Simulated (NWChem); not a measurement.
FeO, quintet; SMILES [O]=[Fe]

```xyz
2

Fe     0.0000     0.0000    -0.3761
O      0.0000     0.0000     1.2222
```
Atoms are numbered in this order, from 1.

Computed with NWChem. Spin-unrestricted. Medium grid unless said otherwise, to which SCAN and Minnesota functionals are sensitive. Geometry: optimised at PBE0-D3(BJ)/def2-TZVP, spin-unrestricted. No stability test was run on the SCF state. Total energies of different functionals are on different scales.

| level | energy (Ha) | highest occupied level (eV) | lowest empty minus highest occupied level, either spin (eV) | dipole (D) | <S²> |
|---|---|---|---|---|---|
| B3LYP/def2-TZVP | -1338.9507 | -6.21 | 2.99 | 5.07 | 6.04 |
| PBE/def2-TZVP | -1338.6281 | -4.24 | 0.49 | 4.25 | 6.02 |
| LC-BLYP (range parameter 0.33 per bohr)/def2-TZVP | -1338.5346 | -8.65 | 7.38 | 5.23 | 6.01 |
| TPSS/def2-TZVP | -1338.9877 | -4.49 | 0.86 | 4.41 | 6.02 |
| M06/def2-TZVP | -1338.8101 | -5.94 | 2.37 | 5.52 | 6.04 |
| RPBE/def2-TZVP | -1338.8905 | -4.19 | 0.45 | 4.24 | 6.02 |
| SCAN/def2-TZVP | -1339.0241 | -5.01 | 1.61 | 4.53 | 6.04 |
| PW91/def2-TZVP | -1339.0203 | -4.34 | 0.46 | 4.24 | 6.02 |
| PW6B95/def2-TZVP | -1339.6928 | -6.74 | 3.86 | 5.35 | 6.05 |
| B3PW91/def2-TZVP | -1338.8695 | -6.17 | 3.32 | 5.10 | 6.04 |
